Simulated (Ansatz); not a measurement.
Computed with frozen-core CCSD(T)/cc-pVTZ // B3LYP-D3(BJ)/def2-TZVP (Ansatz, an electronic-structure program).

Ansatz 0.2 input:
```yaml
crystal:
  periodic: [false, false, false]
  atoms:
    - { symbol: B, position_ang: [0.817005, -0.443178, 0.052822] }
    - { symbol: N, position_ang: [-0.500937, -0.053151, 0.004564] }
    - { symbol: H, position_ang: [1.755689, 0.28597, -0.027342] }
    - { symbol: H, position_ang: [-0.799425, 0.908265, -0.105616] }
    - { symbol: H, position_ang: [-1.272332, -0.697906, 0.075572] }
basis:
  gaussian: { orbitals: cc-pVTZ }
correlation:
  method: ccsd_t
magnetization:
  spin_polarized: true
  initial_magnetization: 1
```

Output:

```
Functional definition: HF
583 factors; integrals over basis functions are off by at most 1.7e-3 eV
mean field evaluation 1: about -2198.5813 eV, gradient 2.2e1 eV
mean field evaluation 2: about -2198.5833 eV, gradient 2.2e1 eV
mean field evaluation 4: about -2200.9147 eV, gradient 2.5e0 eV
mean field evaluation 8: about -2201.0031 eV, gradient 2.0e-1 eV
mean field evaluation 16: about -2200.3729 eV, gradient 1.1e1 eV
mean field evaluation 32: about -2197.6289 eV, gradient 7.5e-3 eV
mean field evaluation 64: about -2195.0953 eV, gradient 1.1e-1 eV
mean field -2201.00445698 eV, -80.8854218996 hartree, gradient 3.0e-6 eV, S^2 0.756463; 1 other end points of the search recorded, 0 dependent functions left out
determinant -2201.00445698 eV, -80.8854218996 hartree, with singles and doubles -2209.69667420 eV, -81.2048549908 hartree
determinant -2197.62892116 eV, -80.7613732462 hartree, with singles and doubles -2206.43332188 eV, -81.0849290048 hartree
2 core orbitals not correlated
reference -2201.00445698 eV, -80.8854218996 hartree; 6, 5 occupied and 94, 95 virtual orbitals, 583 factors
second order -8.06049305 eV of doubles, -0.00000000 eV of singles
cycle   1  -8.57609455 eV  change   -6.4e-1 eV  update   2.0e-2
cycle   2  -8.59763130 eV  change   -2.2e-2 eV  update   5.2e-3
cycle   3  -8.59818065 eV  change   -5.5e-4 eV  update   2.6e-3
cycle   4  -8.59934245 eV  change   -1.2e-3 eV  update   1.0e-3
cycle   5  -8.59978886 eV  change   -4.5e-4 eV  update   4.4e-4
cycle   6  -8.59980708 eV  change   -1.8e-5 eV  update   1.4e-4
cycle   7  -8.59984669 eV  change   -4.0e-5 eV  update   5.0e-5
cycle   8  -8.59985157 eV  change   -4.9e-6 eV  update   1.9e-5
cycle   9  -8.59984063 eV  change    1.1e-5 eV  update   6.7e-6
perturbative correction -0.31473159 eV, -0.0115661726 hartree
Total energy: -2209.91902920 eV, -81.2130263860 hartree
```

Cost: roughly 16 core-seconds.
